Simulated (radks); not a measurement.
The numbers below are computed, except where a source is named.
Question: Orbital eigenvalues (eV) of neutral tantalum, [Xe] 4f14 5d3 6s2, of relativity; Dirac values are averaged over j with weights 2j + 1. Spin-unpolarised spherical Kohn-Sham, PBE, point nucleus unless stated (finite: rms radius 5.3507 fm), a radial shooting solver on a logarithmic mesh with Libxc functionals. A level marked "c x" has the speed of light scaled by that factor and shares open shells by 2j + 1; other Dirac levels either fill j = l - 1/2 first or share by 2j + 1.

| shell | non-rel. |
|---|---|
| 2p | -9723.8 |
| 3s | -2305.2 |
| 3p | -2107.8 |
| 3d | -1740.0 |
| 4s | -455.90 |
| 4p | -373.98 |
| 4d | -225.07 |
| 5s | -60.365 |
| 5p | -37.290 |
| 4f | -32.367 |
| 5d | -4.7677 |
| 6s | -4.5956 |

Give the values at the level "Dirac, c x 0.75".

Answer: 
shell  Dirac, c x 0.75  change of magnitude (%)
2p              -10685                    +9.88
3s             -3023.3                   +31.15
3p             -2365.7                   +12.23
3d             -1707.9                    -1.84
4s             -634.32                   +39.14
4p             -434.78                   +16.26
4d             -218.20                    -3.05
5s             -88.094                   +45.94
5p             -43.097                   +15.57
4f             -18.467                   -42.94
5d             -2.7391                   -42.55
6s             -6.6337                   +44.35
